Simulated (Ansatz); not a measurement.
diselenium (Se2), triplet, geometry from GFN2-xTB; Ansatz (a first-principles code) with B3LYP/3-21G.

Input for Ansatz:
Ansatz 0.2 input:
```yaml
crystal:
  periodic: [false, false, false]
  atoms:
    - {symbol: Se, position_ang: [-0.00000000, -0.00000000, -1.08303360]}
    - {symbol: Se, position_ang: [0.00000000, 0.00000000, 1.08303360]}
basis:
  gaussian:
    orbitals: 3-21G.json
    final_grid: {core_spheres: 14, valence_spheres: 28, degree: 59}
hamiltonian:
  xc: b3lyp
magnetization: {spin_polarized: true, initial_magnetization: 2}
```
The basis file holds 3-21G in the JSON format of the Basis Set Exchange.

The log (banner, timings and long lists left out):

```
Functional definition: B3LYP
388 factors; integrals over basis functions are off by at most 9.5e-5 eV
mean field evaluation 1: about -130081.6342 eV, gradient 3.1e0 eV
mean field evaluation 2: about -130081.7061 eV, gradient 6.7e-1 eV
mean field evaluation 4: about -130081.7066 eV, gradient 9.9e-2 eV
mean field evaluation 8: about -130081.7067 eV, gradient 5.3e-5 eV
mean field -130081.70666163 eV, -4780.4145472673 hartree, gradient 5.1e-5 eV, S^2 2.001544; 0 other end points of the search recorded, 0 dependent functions left out
reference -130081.70683428 eV, -4780.4145536121 hartree; 35, 33 occupied and 11, 13 virtual orbitals, 388 factors
Total energy: -130081.70683428 eV, -4780.4145536121 hartree
```
